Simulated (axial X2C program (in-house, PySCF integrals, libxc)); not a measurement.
## PtP⁻: properties at the nuclei

Computed with an axial X2C code built on PySCF integrals: two-component X2C with atomic mean-field Coulomb and Gaunt terms, Gaussian nuclei, basis Pt dyall-acv3z, P dyall-av3z with contracted cores.

R = 2.091 Å (near the PBE0 minimum at charge -1 of the determinant lowest at the starting distance; the state shown can have its own minimum elsewhere).

Input and command:
```json
{"zs": [78, 15], "q": -1, "bas": ["dyall-acv3z", "dyall-av3z"], "r0": 2.14, "levels": ["PBE0", "HF", "r2SCAN", "PBE50", "BP86"], "nst": 3}
```
```bash
python soeom.py task.json out
```

Keys: zs atomic numbers; q charge; bas basis sets; r0 starting distance in Å; levels methods; nst determinants followed.

Determinant lowest in the PBE0 search, Ω = 1 (⟨Sz⟩ = 0.97, ⟨Lz⟩ = 0.03 at PBE0), spin on the atoms Pt 0.21, P 0.76:

```csv
level,Eeff magnitude (GV/cm),Ws magnitude Pt (kHz),A∥/gI Pt (MHz),qzz Pt (a.u.),A∥/gI P (MHz),qzz P (a.u.)
PBE0,6.71,4.04,-333,5.52,-112,-0.43
HF,15.1,15.8,-203,2.75,-70.4,-1.07
r2SCAN,9.82,14.2,22.7,5.82,-62,-0.29
PBE50,8.25,5.76,-303,4.60,-107,-0.64
BP86,5.7,3.19,-324,6.29,-101,-0.23
```

Determinant 0.30 eV from it at PBE0 and this distance, Ω = 0 (closed shell), highest spinor 55% P p, 19% Pt d, 17% Pt p:

```tsv
level	qzz Pt (a.u.)	qzz P (a.u.)
PBE0	5.59	-0.42
HF	2.73	-1.18
r2SCAN	5.93	-0.31
PBE50	4.76	-0.63
BP86	6.23	-0.24
```

Eeff is the effective electric field on the electron electric dipole moment in this Ω state and Ws the scalar–pseudoscalar constant of the nucleus named (defined with the proton number Z and per Ω); A∥ (defined per Ω) follows by multiplying with gI = μI/(I μN); qzz is the electric field gradient, eQq0 = 234.96 MHz × Q/barn × qzz. The operators were transformed with the bare-nucleus X2C matrices; with these basis sets, hyperfine constants and field gradients can be off by tens of per cent, and where levels differ in sign neither size nor sign is settled.

(1) With gI(31P) = 2.2632 (g factors from the IAEA table of nuclear moments by Stone), turn the PBE0 values of the first state into constants in MHz.

Each state is one determinant with collinear spin, which with several unpaired electrons need not be a pure state. Unrestricted Hartree–Fock can overshoot spin polarisation at the nuclei. In the state Ω = 1 the sign of Eeff differs between levels (r2SCAN against PBE0). For an anion, determinants above electron detachment, or with a positive highest level, are held by the basis set. A closed determinant beside an open π² or δ² triplet, such as (π1/2)², mixes with its partner pair into the 0⁺ component of the triplet and ¹Σ⁺, so its energy is not that of a level, and 0⁺ can lie lowest. With several open shells hyperfine constants can be off by a factor of several. Where Eeff spreads by more than a factor of two the levels disagree and none is to be relied on. Open-shell Ω = 0 determinants with evenly filled partner blocks cannot be reached by this program, so the Ω shown need not be the lowest component. States lie within half an eV, so the first need not be the ground state. The sign of Ws at Pt differs between levels in the first state. Further determinants of the search, some of them spin-mixed, are not shown. Where a field gradient or hyperfine factor spreads by more than a factor of two over the levels, a constant derived from it is not to be relied on. PBE0 term energies can be off by some tenths of an eV.

Answers

(1) A∥(31P) = -112 × 2.2632 = -253 MHz.
